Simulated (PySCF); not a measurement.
## Which determinant of BI⁺ lies lowest?

Unrestricted PBE0; PySCF, scalar-relativistic core potentials, basis sets B aug-cc-pVDZ, I aug-cc-pVDZ-PP with ECP28. Outer shells of the fragments: B+ 2s2; I 4d10 5s2 5p5.

Followed along the bond (rough minima from three points):

```json
{"2Ms+1": "2", "unpaired": "σ ↑", "⟨S²⟩ at the start": "0.76", "R at minimum (Å)": "1.97", "Te (eV)": "0.00"}
{"2Ms+1": "4", "unpaired": "σ ↑, π ↑↑", "⟨S²⟩ at the start": "3.76", "R at minimum (Å)": "2.20", "Te (eV)": "3.29"}
{"2Ms+1": "2", "unpaired": "π ↑", "⟨S²⟩ at the start": "0.75", "R at minimum (Å)": "none in the scan", "Te (eV)": "≤ 1.56"}
```

Solutions found at the starting distance of 2.225 Å, counted from the lowest of them; the search is not exhaustive and high or unbound solutions are not listed, so other states can lie among these:

```json
{"2Ms+1": "2", "unpaired": "σ ↑", "term": "²Σ⁺", "E (eV)": "0.00", "⟨S²⟩": "0.76", "⟨Lz²⟩": "0.00", "μ (D)": "-4.18"}
{"2Ms+1": "2", "unpaired": "π ↑", "term": "²Π", "E (eV)": "1.24", "⟨S²⟩": "0.75", "⟨Lz²⟩": "1.01", "μ (D)": "-1.51"}
{"2Ms+1": "4", "unpaired": "σ ↑, π ↑↑", "term": "mixed", "E (eV)": "2.75", "⟨S²⟩": "3.76", "⟨Lz²⟩": "2.01", "μ (D)": "-1.80"}
{"2Ms+1": "4", "unpaired": "σ ↑, π ↑↑", "term": "mixed", "E (eV)": "2.97", "⟨S²⟩": "3.75", "⟨Lz²⟩": "2.01", "μ (D)": "-1.91"}
{"2Ms+1": "2", "unpaired": "σ ↑, π ↑↓", "term": "mixed", "E (eV)": "3.10", "⟨S²⟩": "1.75", "⟨Lz²⟩": "2.01", "μ (D)": "-1.94"}
{"2Ms+1": "4", "unpaired": "σ ↑↑, π ↑", "term": "⁴Π", "E (eV)": "5.61", "⟨S²⟩": "3.75", "⟨Lz²⟩": "1.01", "μ (D)": "-3.91"}
```

A term symbol is given only where ⟨S²⟩ and ⟨Lz²⟩ are close to those of a pure state; real π, δ and φ orbitals otherwise mix terms. A positive dipole points towards I; it is taken about the centre of mass and depends on that origin.

Spin–orbit coupling is left out. Counting both spins, an empty level lies below a filled one in some of these solutions, because spin and occupation are held.
